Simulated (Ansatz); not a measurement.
Cost and result for the atomization energy of `F[SiH](F)N[SiH](Cl)Cl` (10 atoms, 9 bonds).

```xyz
10

F     0.559    0.216    2.746
Si    0.955    0.189    1.210
F     1.669    1.563    0.882
N    -0.519    0.035    0.361
Si   -0.811   -0.118   -1.313
Cl   -1.899   -1.801   -1.703
Cl    1.018   -0.240   -2.206
H     1.924   -0.884    0.967
H    -1.340    0.033    0.953
H    -1.556    1.009   -1.897
```

Total charge 0; spin multiplicity 1. Geometry: relaxed with PBE0-D4/def2-TZVP. It is one conformer, not always the lowest. Program: Ansatz. All runs use 2 threads of an AMD EPYC 7R13 on a shared host and a share of an NVIDIA H100 80 GB. Times are those of one run each, without the atoms' runs, and a repeat can differ threefold. Electronic energies, without spin–orbit coupling; frozen cores. CCSD(T)/CBS adds CCSD(T) − MP2 in def2-TZVPP to the MP2 limit, and its time is that of the two runs behind it. T1 = 0.011. B3LYP takes the VWN-RPA correlation (the form of Gaussian; ORCA's B3LYP/G).

CCSD(T)/CBS is a level of theory with its own doubt, some kJ/mol a heavy atom from the limit and from the frozen cores, so smaller differences don't rank the functionals.

```csv
level,functions,wall time
r2SCAN-D4/def2-TZVPP (with forces),303,3.3 s
PBE-D4/def2-TZVPP (with forces),303,3.6 s
PBE0-D4/def2-TZVPP,303,3.9 s
ωB97X-V/def2-TZVPP,303,7 s
B2PLYP/def2-TZVPP,303,7 s
B3LYP-D4/def2-TZVPP (with forces),303,7.5 s
MP2/def2-QZVPP,541,7.5 s
ωB97M-V/def2-TZVPP (with forces),303,8 s
CCSD(T)/def2-TZVPP,303,15 s
CCSD(T)/CBS(def2),–,22 s
```

(1) What atomization energy does each give, and how far from CCSD(T)/CBS? (Best estimate.)

Answers

(1) Ansatz gave: 
| level | atomization (kJ/mol) | difference from CCSD(T)/CBS | per bond |
| --- | --- | --- | --- |
| r2SCAN-D4/def2-TZVPP (with forces) | 3788.2 | -15.3 | -1.7 |
| PBE-D4/def2-TZVPP (with forces) | 3813.1 | 9.6 | 1.1 |
| PBE0-D4/def2-TZVPP | 3746.9 | -56.6 | -6.3 |
| ωB97X-V/def2-TZVPP | 3807.3 | 3.8 | 0.4 |
| B2PLYP/def2-TZVPP | 3724.6 | -78.9 | -8.8 |
| B3LYP-D4/def2-TZVPP (with forces) | 3749.0 | -54.5 | -6.1 |
| MP2/def2-QZVPP | 3883.1 | 79.6 | 8.8 |
| ωB97M-V/def2-TZVPP (with forces) | 3805.3 | 1.8 | 0.2 |
| CCSD(T)/def2-TZVPP | 3666.7 | -136.8 | -15.2 |
| CCSD(T)/CBS(def2) | 3803.5 | 0.0 | 0.0 |

The D4 term adds +56.2 kJ/mol with B3LYP and +29.6 kJ/mol with PBE0; it sums over pairs of atoms, weighted by their polarisabilities, and B3LYP, whose exchange is more repulsive, gets the larger term. From PBE to PBE0 (25 % exact exchange), in def2-TZVPP and without D4, the atomization energy moves by −61.3 kJ/mol: exact exchange takes away binding that semilocal exchange gives to molecules. In def2-TZVPP, CCSD(T) changes the Hartree–Fock value by +895.1 kJ/mol (the triples alone add +62.6 kJ/mol) and MP2 by +1027.9 kJ/mol; breaking electron pairs costs correlation energy, which Hartree–Fock lacks.
